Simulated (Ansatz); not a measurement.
Born–Oppenheimer molecular dynamics of CH7AlBN (11 atoms, charge 0, multiplicity 1). It starts at the highest image of a converged band. Of that band: Neighbouring images differ by up to 2.4 eV, so the band resolves the path poorly. A vibrational analysis at the climbing image gives one clearly imaginary mode, 1079i cm⁻¹: a first-order saddle point.

Level of theory: Ansatz 0.2.0, RKS BLYP-D4/STO-3G.

| Property | Result |
| --- | --- |
| ensemble | NVE (velocity Verlet) |
| time step | 0.5 fs |
| steps asked | 200 |
| starting velocities drawn for | 100 K |
| seed | 6780 |

First frame:

```xyz
11
Properties=species:S:1:pos:R:3
C -0.888 1.802 0.058
N -0.742 0.266 -0.118
B 0.582 -0.285 0.190
Al 0.844 -2.218 -0.462
H -1.143 2.196 -0.953
H 0.024 2.317 0.438
H -1.750 2.009 0.731
H -0.346 -0.629 1.036
H 1.474 0.405 0.546
H -0.090 -3.357 -0.110
H 2.036 -2.505 -1.357
```

Problem. How far do the bonds stretch over the last three quarters of this one trajectory? (Pairs bonded in most of those frames.)

Solution. 
```json
{"bond": "C1–N2", "mean (Å)": "1.552", "spread (Å)": "0.026", "shortest": "1.49", "longest": "1.59"}
{"bond": "C1–H5", "mean (Å)": "1.116", "spread (Å)": "0.011", "shortest": "1.10", "longest": "1.13"}
{"bond": "C1–H6", "mean (Å)": "1.118", "spread (Å)": "0.015", "shortest": "1.09", "longest": "1.14"}
{"bond": "C1–H7", "mean (Å)": "1.117", "spread (Å)": "0.012", "shortest": "1.10", "longest": "1.14"}
{"bond": "N2–B3", "mean (Å)": "1.379", "spread (Å)": "0.030", "shortest": "1.32", "longest": "1.44"}
{"bond": "B3–Al4", "mean (Å)": "2.286", "spread (Å)": "0.155", "shortest": "2.03", "longest": "2.49"}
{"bond": "B3–H8", "mean (Å)": "1.344", "spread (Å)": "0.103", "shortest": "1.20", "longest": "1.58"}
{"bond": "B3–H9", "mean (Å)": "1.178", "spread (Å)": "0.010", "shortest": "1.16", "longest": "1.20"}
{"bond": "Al4–H8", "mean (Å)": "1.756", "spread (Å)": "0.123", "shortest": "1.56", "longest": "2.00"}
{"bond": "Al4–H10", "mean (Å)": "1.508", "spread (Å)": "0.003", "shortest": "1.50", "longest": "1.52"}
{"bond": "Al4–H11", "mean (Å)": "1.511", "spread (Å)": "0.006", "shortest": "1.50", "longest": "1.52"}
```

Mean temperature of the second half: 1033 K. The conserved energy stayed within 0.077 meV per atom of its start (net change -0.077 meV per atom), so the integration is sound. The system heated up, since it started high on the potential surface and ran downhill. A run of 0.1 ps of so small a system gives no equilibrium averages. The orbitals stay closed-shell, which can raise the energy where a bond breaks towards radicals; this wasn't checked here. Limits of this set-up: minimal basis.

Time of the run: 3.3 min on 1 thread of AMD EPYC 9R14 (Zen 4), on a shared host, peak memory 0.19 GiB.
